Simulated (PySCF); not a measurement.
F₃Se (SMILES F[Se+](F)F), charge +1, singlet, geometry from GFN2-xTB, atoms displaced at random by about 0.03 Å a coordinate; PBE0/STO-3G, gradient by finite differences in PySCF.

The PySCF input:
```python
from pyscf import gto, scf, dft

mol = gto.Mole()
mol.atom = '''
    Se   -0.06035414    0.10703018    0.38699048
    F    -1.13922136   -0.91061854   -0.35996300
    F     0.05231222    1.18814956   -0.94778844
    F     1.31612563   -0.73483309   -0.03290973
'''
mol.basis = 'sto-3g'
mol.charge = 1
mol.verbose = 4
mol.build()

mf = dft.RKS(mol)
mf.xc = 'pbe0'
mf.conv_tol = 1e-11
mf.kernel()
scan, done = mf.as_scanner(), []
scan.scf_summary = {}
def energy(d):
    c = mol.atom_coords()
    c[2, 1] += d
    e = scan(mol.set_geom_(c, unit='Bohr', inplace=False))
    done.append(scan.converged)
    return e
h = 1e-4
fd = (energy(h) - energy(-h)) / (2 * h)
print('dE/dx =', fd)
```

What the program printed (banner, timings and long lists left out):

```
PySCF version 2.14.0

[INPUT] verbose = 4
[INPUT] num. atoms = 4
[INPUT] num. electrons = 60
[INPUT] charge = 1
[INPUT] spin (= nelec alpha-beta = 2S) = 0
[INPUT] symmetry False subgroup None
[INPUT] Mole.unit = angstrom
[INPUT] Symbol           X                Y                Z      unit          X                Y                Z       unit  Magmom
[...]
nuclear repulsion = 340.531122510592
number of shells = 17
number of NR pGTOs = 99
number of NR cGTOs = 33
basis = sto-3g
ecp = {}

******** <class 'pyscf.dft.rks.RKS'> ********
method = RKS
initial guess = minao
damping factor = 0
level_shift factor = 0
DIIS = <class 'pyscf.scf.diis.CDIIS'>
diis_start_cycle = 1
diis_space = 8
diis_damp = 0
SCF conv_tol = 1e-11
SCF conv_tol_grad = None
SCF max_cycles = 50
direct_scf = True
direct_scf_tol = 1e-13
XC library pyscf.dft.libxc version 7.1.2
    S. Lehtola, C. Steigemann, M. J. T. Oliveira, and M. A. L. Marques,  SoftwareX 7, 1–5 (2018)
XC functionals = pbe0
    C. Adamo and V. Barone,  J. Chem. Phys. 110, 6158 (1999)
    M. Ernzerhof and G. E. Scuseria,  J. Chem. Phys. 110, 5029 (1999)
radial grids:
    Treutler-Ahlrichs [JCP 102, 346 (1995); DOI:10.1063/1.469408] (M4) radial grids

becke partition: Becke, JCP 88, 2547 (1988); DOI:10.1063/1.454033
pruning grids: <function nwchem_prune>
grids dens level: 3
symmetrized grids: False
atomic radii adjust function: <function treutler_atomic_radii_adjust>
small_rho_cutoff = 0
Set gradient conv threshold to 3.16228e-06
Initial guess from minao.
tot grids = 63216
init E= -2666.91352254487
[...]
cycle= 1 E= -2669.13690496181  delta_E= -2.22  |g|= 0.433  |ddm|= 2.94
[...]
cycle= 2 E= -2669.13178733931  delta_E= 0.00512  |g|= 0.456  |ddm|= 1.53
[...]
cycle= 3 E= -2669.21951596807  delta_E= -0.0877  |g|= 0.0646  |ddm|= 0.81
[...]
cycle= 4 E= -2669.22000488072  delta_E= -0.000489  |g|= 0.0557  |ddm|= 0.199
[...]
cycle= 5 E= -2669.22128781887  delta_E= -0.00128  |g|= 0.000828  |ddm|= 0.0915
[...]
cycle= 6 E= -2669.22128820561  delta_E= -3.87e-07  |g|= 0.000501  |ddm|= 0.00278
[...]
cycle= 7 E= -2669.22128829778  delta_E= -9.22e-08  |g|= 0.00018  |ddm|= 0.00109
[...]
cycle= 8 E= -2669.2212883123  delta_E= -1.45e-08  |g|= 1.02e-05  |ddm|= 0.000344
[...]
cycle= 9 E= -2669.22128831236  delta_E= -5.87e-11  |g|= 8.27e-07  |ddm|= 2.65e-05
[...]
cycle= 10 E= -2669.22128831236  delta_E= 2.73e-12  |g|= 5.23e-08  |ddm|= 1.9e-06
[...]
Extra cycle  E= -2669.22128831236  delta_E= -5e-12  |g|= 8.77e-08  |ddm|= 2.44e-07
[...]
converged SCF energy = -2669.22128831236
[...]
[...]
cycle= 3 E= -2669.22129073411  delta_E= -8.69e-11  |g|= 7.75e-07  |ddm|= 2.58e-05
[...]
cycle= 4 E= -2669.22129073412  delta_E= -7.28e-12  |g|= 4.84e-07  |ddm|= 2.61e-06
[...]
Extra cycle  E= -2669.22129073413  delta_E= -4.55e-12  |g|= 8.97e-07  |ddm|= 2.31e-06
converged SCF energy = -2669.22129073413

WARN: Mole.unit (angstrom) is changed to Bohr

New geometry
   1 Se    -0.060354140000   0.107030180000   0.386990480000 AA   -0.114052795084   0.202257727263   0.731306020014 Bohr
   2 F     -1.139221360000  -0.910618540000  -0.359963000000 AA   -2.152816365655  -1.720819644551  -0.680231484977 Bohr
   3 F      0.052312220000   1.188096642279  -0.947788440000 AA    0.098855768768   2.245177263422  -1.791060575629 Bohr
   4 F      1.316125630000  -0.734833090000  -0.032909730000 AA    2.487116986221  -1.388633287368  -0.062190376533 Bohr

******** <class 'pyscf.scf.hf.RKS_Scanner'> ********
method = RKS_Scanner
initial guess = minao
damping factor = 0
level_shift factor = 0
DIIS = <class 'pyscf.scf.diis.CDIIS'>
diis_start_cycle = 1
diis_space = 8
diis_damp = 0
SCF conv_tol = 1e-11
SCF conv_tol_grad = None
SCF max_cycles = 50
direct_scf = True
direct_scf_tol = 1e-13
XC library pyscf.dft.libxc version 7.1.2
    S. Lehtola, C. Steigemann, M. J. T. Oliveira, and M. A. L. Marques,  SoftwareX 7, 1–5 (2018)
XC functionals = pbe0
    C. Adamo and V. Barone,  J. Chem. Phys. 110, 6158 (1999)
    M. Ernzerhof and G. E. Scuseria,  J. Chem. Phys. 110, 5029 (1999)
radial grids:
    Treutler-Ahlrichs [JCP 102, 346 (1995); DOI:10.1063/1.469408] (M4) radial grids

becke partition: Becke, JCP 88, 2547 (1988); DOI:10.1063/1.454033
pruning grids: <function nwchem_prune>
grids dens level: 3
symmetrized grids: False
atomic radii adjust function: <function treutler_atomic_radii_adjust>
small_rho_cutoff = 0
Set gradient conv threshold to 3.16228e-06
tot grids = 63216
init E= -2669.22130340546
[...]
cycle= 1 E= -2669.22128588854  delta_E= 1.75e-05  |g|= 3.07e-05  |ddm|= 0.000186
[...]
cycle= 2 E= -2669.22128588859  delta_E= -5.14e-11  |g|= 3.01e-05  |ddm|= 0.000109
[...]
cycle= 3 E= -2669.22128588899  delta_E= -4.05e-10  |g|= 2.74e-06  |ddm|= 5.26e-05
[...]
cycle= 4 E= -2669.221285889  delta_E= -3.64e-12  |g|= 3.19e-06  |ddm|= 1.02e-05
[...]
cycle= 5 E= -2669.221285889  delta_E= -5e-12  |g|= 1.74e-07  |ddm|= 5.5e-06
[...]
Extra cycle  E= -2669.22128588899  delta_E= 6.82e-12  |g|= 2.25e-07  |ddm|= 8.59e-07
converged SCF energy = -2669.22128588899
dE/dx = -0.024225660126830917
```
